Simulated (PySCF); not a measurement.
Mo²⁺ (molybdenum, charge +2) across methods

[Kr] 4d4, high-spin 5D determinant. All numbers are calculated (PySCF 2.14, scalar relativity by spin-free X2C-1e, in aug-cc-pwCVTZ-DK).

```tsv
method	E (hartree)	mean ε 4p α (eV)	mean ε 4p β (eV)	mean ε 4d α (eV)	Σ⟨r²⟩ (bohr²)	⟨S²⟩
UHF	-4045.29858	-70.130	-62.853	-27.573	30.76	6.003
r2SCAN	-4047.39	-59.016	-55.580	-22.202	30.82	6.002
PBE0	-4047.08	-61.066	-57.269	-23.524	30.87	6.001
LDA	-4042.62	-57.805	-55.294	-21.996	31.12	6.000
```

Problem. Estimate the same row for PBE.

Solution. E (hartree) = -4047.00; mean ε 4p α (eV) = -57.714; mean ε 4p β (eV) = -54.954; mean ε 4d α (eV) = -21.936; Σ⟨r²⟩ (bohr²) = 31.06; ⟨S²⟩ = 6.001.
